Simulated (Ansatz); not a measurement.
`CS[SiH](C)Cl` + NH₃ → `CS[SiH](N)Cl` + CH₄ at 600 K and 1 bar (ligand exchange at the Si–C bond).

Program: Ansatz. Geometries: PBE0-D4/def2-TZVP. ΔE: electronic, gas phase. CBS: MP2 limit from def2 TZ/QZ plus the TZ coupled-cluster correction, frozen cores. This one scheme is used for every species. Each species was taken in one conformer, which may not be the lowest.

| species | CCSD(T)/CBS energy (Eh) | H − E (kJ/mol) | S (J/(mol·K)) |
| --- | --- | --- | --- |
| `CS[SiH](C)Cl` | -1227.04847 | 298.7 | 485.2 |
| NH₃ | -56.50880 | 112.4 | 219.5 |
| `CS[SiH](N)Cl` | -1243.11728 | 269.5 | 478.8 |
| CH₄ | -40.46206 | 140.4 | 215.7 |

H − E and S are ideal-gas, rigid-rotor, harmonic terms from PBE0-D4/def2-TZVP, for one conformer and one mirror image of each species. 1 Eh = 2625.50 kJ/mol, R = 8.31446 J/(mol·K).

Q: By hand: ΔE, ΔH, ΔS and ΔG.

A: ΔE = (-1243.11728) + (-40.46206) − (-1227.04847) − (-56.50880) = -0.02207 Eh = -57.9 kJ/mol. Δ(H − E) = 269.5 + 140.4 − 298.7 − 112.4 = -1.2, so ΔH = -59.1 kJ/mol. ΔS = 478.8 + 215.7 − 485.2 − 219.5 = -10.2 J/(mol·K). ΔG = -59.1 − 600 × (-10.2)/1000 = -53.0 kJ/mol.

Q: By hand: the equilibrium constant, and the temperature at which ΔG would vanish if ΔH and ΔS stayed fixed.

A: log₁₀ K = −ΔG/(RT ln 10) = 4.6. ΔG = 0 at ΔH/ΔS = 5794 K, far beyond where these terms or the molecules hold.

The number of gas molecules stays the same, so ΔS is small and ΔH decides. A doubt of 5 kJ/mol in ΔE shifts log₁₀ K by 0.4 here. Other conformers and mirror images would add mixing entropy, several J/(mol·K) or more a flexible species. These are equilibria of isolated gas molecules and say nothing of rates. Largest T1 diagnostic: 0.010 (customary marks: 0.02 for closed shells, 0.045 for open ones).
